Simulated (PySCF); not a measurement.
Potential energy of GeF⁺ along the bond

Set-up: Ge def2-TZVPPD, F def2-TZVPPD; no relativity (PySCF 2.14). Energies in eV from Ge⁺ + F in their ground configurations at the same level. State: ¹Σ⁺ (singlet), closed shell.

Curves on a restricted Hartree–Fock reference rise too fast on stretching and do not dissociate correctly.

| R (Å) | RHF-CCSD | TPSS | RHF | B3LYP |
| --- | --- | --- | --- | --- |
| 1.445 |  | -4.213 | -2.394 | -4.048 |
| 1.512 | -4.862 | -5.131 | -3.215 | -4.954 |
| 1.579 | -5.320 | -5.647 | -3.628 | -5.457 |
| 1.630 | -5.472 | -5.843 | -3.745 | -5.643 |
| 1.680 | -5.503 | -5.918 | -3.741 | -5.707 |
| 1.730 | -5.441 | -5.901 | -3.646 | -5.680 |
| 1.798 | -5.255 | -5.771 | -3.417 | -5.537 |
| 1.882 | -4.908 | -5.494 | -3.020 | -5.243 |
| 1.982 | -4.393 | -5.060 | -2.452 | -4.790 |
| 2.117 |  | -4.404 | -1.632 | -4.108 |

**Question.** Put a parabola through the three lowest points of the RHF-CCSD curve and estimate Re, k and ωe (reduced mass 15.11 u; 1 eV/Å² = 0.16022 mdyn/Å; ωe = 1302.8·√(k/μ) cm⁻¹).

**Answer.** Through R = 1.63, 1.68, 1.73 Å the second-order coefficient is 18.6 eV/Å², so Re ≈ 1.672 Å, k ≈ 5.96 mdyn/Å and ωe ≈ 818 cm⁻¹. A polynomial fit of higher order to the unrounded RHF-CCSD energies gives Re = 1.669 Å, k = 6.11 mdyn/Å, ωe = 829 cm⁻¹; anharmonicity and rounding make the difference.

The higher-order fit for each curve: RHF-CCSD: Re = 1.669 Å, ωe = 829 cm⁻¹, De = 5.50 eV; TPSS: Re = 1.694 Å, ωe = 777 cm⁻¹, De = 5.92 eV; RHF: Re = 1.652 Å, ωe = 866 cm⁻¹, De = 3.76 eV; B3LYP: Re = 1.688 Å, ωe = 790 cm⁻¹, De = 5.71 eV.

Correlated steps freeze 10 core orbitals. For an ion De counts to the pair picked by the measured ionisation energies or electron affinities, which need not be the lowest pair at this level. Where the molecule has an RHF reference, its open-shell atoms are computed with UHF.
